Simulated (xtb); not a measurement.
Input file for xtb: GFN1-xTB on C2H3I (a complex), monomers drawn apart or pushed together.

```
$ xtb mol.xyz --gfn 1 --sp --chrg 0 --uhf 0
6

C     -0.33174177     0.14491851     0.27934740
C      0.86025267     0.23622170     0.34974663
H     -1.38993014     0.06400416     0.21552895
H      1.91859748     0.31735937     0.41060676
I     -0.07899899    -0.20833255     6.42654137
H      0.01523276    -0.10489737     4.81065135
```

It printed:

```
[...]
           -------------------------------------------------
          |                Calculation Setup                |
           -------------------------------------------------



molecular fragmentation (1/2 indicates fragments):
111122
# atoms in fragment 1/2:     4     2
 fragment masses (1/2) :       26.04      127.91
CMA distance (Bohr)    :  11.569
constraining FC (au)   :  0.0500

           -------------------------------------------------
          |                 G F N 1 - x T B                 |
           -------------------------------------------------

        Reference                      10.1021/acs.jctc.7b00118
      * Hamiltonian:
        H0-scaling (s, p, d)           1.850000    2.250000    2.000000
        zeta-weighting                 0.000000
      * Dispersion:
        s8                             2.400000
        a1                             0.630000
        a2                             5.000000
        s9                             0.000000
      * Repulsion:
        kExp                           1.500000
        rExp                           1.000000
      * Coulomb:
        alpha                          2.000000
        third order                    atomic
        anisotropic                    false
      * Halogen bond correction:
        rad-scale                      1.300000
        damping                        0.440000


          ...................................................
          :                      SETUP                      :
          :.................................................:
          :  # basis functions                  24          :
          :  # atomic orbitals                  23          :
          :  # shells                           13          :
          :  # electrons                        18          :
          :  # halogen bonds                     0          :
          :  max. iterations                   250          :
          :  Hamiltonian                  GFN1-xTB          :
          :  restarted?                      false          :
          :  GBSA solvation                  false          :
          :  PC potential                    false          :
          :  electronic temp.          300.0000000     K    :
          :  accuracy                    1.0000000          :
          :  -> integral cutoff          0.2500000E+02      :
          :  -> integral neglect         0.1000000E-07      :
          :  -> SCF convergence          0.1000000E-05 Eh   :
          :  -> wf. convergence          0.2000000E-04 e    :
          :  Broyden damping             0.4000000          :
          :  net charge                          0          :
          :  unpaired electrons                  0          :
          ...................................................

 iter      E             dE          RMSdq      gap      omega  full diag
   1     -9.8608585 -0.986086E+01  0.778E+00    5.14       0.0  T
   2     -9.8681103 -0.725176E-02  0.458E+00    5.54       1.0  T
   3     -9.8683945 -0.284243E-03  0.393E-01    5.63       1.0  T
   4     -9.8685489 -0.154430E-03  0.614E-02    5.65       1.0  T
   5     -9.8685571 -0.816578E-05  0.128E-03    5.68      31.9  T
   6     -9.8685571 -0.561375E-08  0.404E-05    5.69    1010.3  T
   7     -9.8685571 -0.657252E-13  0.165E-05    5.69    2477.1  T

   *** convergence criteria satisfied after 7 iterations ***

         #    Occupation            Energy/Eh            Energy/eV
      -------------------------------------------------------------
         1        2.0000           -0.8637979             -23.5051
       ...           ...                  ...                  ...
         3        2.0000           -0.5896293             -16.0446
         4        2.0000           -0.5398244             -14.6894
         5        2.0000           -0.5167273             -14.0609
         6        2.0000           -0.4678852             -12.7318
         7        2.0000           -0.4678851             -12.7318
         8        2.0000           -0.4077752             -11.0961
         9        2.0000           -0.4077752             -11.0961 (HOMO)
        10                         -0.1988384              -5.4107 (LUMO)
        11                         -0.1988378              -5.4107
        12                         -0.1875787              -5.1043
        13                         -0.1043299              -2.8390
        14                         -0.0941147              -2.5610
       ...                                ...                  ...
        23                          1.4821760              40.3321
      -------------------------------------------------------------
                  HL-Gap            0.2089368 Eh            5.6855 eV
             Fermi-level           -0.3033068 Eh           -8.2534 eV

 SCC (total)                   0 d,  0 h,  0 min,  0.007 sec
 SCC setup                      ...        0 min,  0.000 sec (  2.516%)
 Dispersion                     ...        0 min,  0.000 sec (  1.094%)
 classical contributions        ...        0 min,  0.000 sec (  0.659%)
 integral evaluation            ...        0 min,  0.002 sec ( 26.646%)
 iterations                     ...        0 min,  0.002 sec ( 31.806%)
 molecular gradient             ...        0 min,  0.002 sec ( 33.103%)
 printout                       ...        0 min,  0.000 sec (  3.763%)

         :::::::::::::::::::::::::::::::::::::::::::::::::::::
         ::                     SUMMARY                     ::
         :::::::::::::::::::::::::::::::::::::::::::::::::::::
         :: total energy              -9.710253900349 Eh    ::
         :: gradient norm              0.015688429592 Eh/a0 ::
         :: HOMO-LUMO gap              5.685460349041 eV    ::
         ::.................................................::
         :: SCC energy                -9.868557113477 Eh    ::
         :: -> electrostatic           0.001717176991 Eh    ::
         :: repulsion energy           0.159193063711 Eh    ::
         :: dispersion energy         -0.000889850583 Eh    ::
         :: halogen bond corr.         0.000000000000 Eh    ::
         :: add. restraining           0.000000000000 Eh    ::
         :: total charge              -0.000000000000 e     ::
         :::::::::::::::::::::::::::::::::::::::::::::::::::::

           -------------------------------------------------
          |                Property Printout                |
           -------------------------------------------------

    * Orbital Energies and Occupations

         #    Occupation            Energy/Eh            Energy/eV
      -------------------------------------------------------------
         1        2.0000           -0.8637979             -23.5051
         2        2.0000           -0.6362859             -17.3142
         3        2.0000           -0.5896293             -16.0446
         4        2.0000           -0.5398244             -14.6894
         5        2.0000           -0.5167273             -14.0609
         6        2.0000           -0.4678852             -12.7318
         7        2.0000           -0.4678851             -12.7318
         8        2.0000           -0.4077752             -11.0961
         9        2.0000           -0.4077752             -11.0961 (HOMO)
        10                         -0.1988384              -5.4107 (LUMO)
        11                         -0.1988378              -5.4107
        12                         -0.1875787              -5.1043
        13                         -0.1043299              -2.8390
        14                         -0.0941147              -2.5610
        15                         -0.0818163              -2.2263
        16                         -0.0585322              -1.5927
Note: The following floating-point exceptions are signalling: IEEE_DENORMAL
normal termination of xtb
        17                         -0.0585322              -1.5927
        18                         -0.0585322              -1.5927
        19                         -0.0585318              -1.5927
        20                          0.1291142               3.5134
       ...                                ...                  ...
        23                          1.4821760              40.3321
      -------------------------------------------------------------
                  HL-Gap            0.2089368 Eh            5.6855 eV
             Fermi-level           -0.3033068 Eh           -8.2534 eV

  Mulliken/CM5 charges         n(s)   n(p)   n(d)
     1C    -0.06115 -0.11485   1.097  2.964  0.000
     2C    -0.06115 -0.11485   1.097  2.964  0.000
     3H     0.06115  0.11485   0.939  0.000  0.000
     4H     0.06115  0.11485   0.939  0.000  0.000
     5I    -0.07413 -0.10599   1.985  5.092 -0.002
     6H     0.07412  0.10600   0.926  0.000  0.000

Wiberg/Mayer (AO) data.
largest (>0.10) Wiberg bond orders for each atom

 ---------------------------------------------------------------------------
     #   Z sym  total        # sym  WBO       # sym  WBO       # sym  WBO
 ---------------------------------------------------------------------------
     1   6 C    3.987 --     2 C    3.004     3 H    0.981
     2   6 C    3.987 --     1 C    3.004     4 H    0.981
     3   1 H    0.994 --     1 C    0.981
     4   1 H    0.994 --     2 C    0.981
     5  53 I    0.996 --     6 H    0.996
     6   1 H    0.996 --     5 I    0.996
 ---------------------------------------------------------------------------

Topologies differ in total number of bonds
Writing topology from bond orders to xtbtopo.mol

 dipole moment from electron density (au)
     X       Y       Z
   0.0036   0.0040  -0.0624  total (Debye):    0.159


           -------------------------------------------------
          | TOTAL ENERGY               -9.710253900349 Eh   |
          | GRADIENT NORM               0.015688429592 Eh/α |
          | HOMO-LUMO GAP               5.685460349041 eV   |
           -------------------------------------------------

------------------------------------------------------------------------
------------------------------------------------------------------------
 total:
 SCF:
```

The run finished.

Cost: around 0.05 core-seconds (rough).
